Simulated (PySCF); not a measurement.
## SnPb, HF: how much the basis matters

PySCF, UHF reference; triplet, unpaired electrons π ↑↑; De to Sn + Pb without counterpoise correction.

| basis | relativity | functions | Re (Å) | ωe (cm⁻¹) | De (eV) | μ (D) |
| --- | --- | --- | --- | --- | --- | --- |
| cc-pVDZ-PP | scalar-relativistic core potentials | 46 | 2.795 | 185 | 0.63 | 0.79 |
| def2-SVP | scalar-relativistic core potentials | 52 | 2.794 | 185 | 0.64 | 0.79 |
| aug-cc-pVDZ-PP | scalar-relativistic core potentials | 64 | 2.796 | 184 | 0.70 | 0.84 |

Task: How does each smaller set differ from the one with most functions, aug-cc-pVDZ-PP?

Result: cc-pVDZ-PP: -0.1 pm, +0.5 % in ωe, -0.07 eV in De; def2-SVP: -0.2 pm, +0.5 % in ωe, -0.06 eV in De. All at HF; the set with most functions is neither the basis-set limit nor always the best.

A positive dipole means Sn(−)Pb(+). These are scalar-relativistic numbers at best; spin–orbit coupling would shift them, the dissociation energy most. Hartree–Fock leaves out correlation, which carries a large part of most bond energies and some tenths to 1 eV of ionisation energies. The state is the lowest determinant that a PBE0 search found; another state may lie lower at other levels.
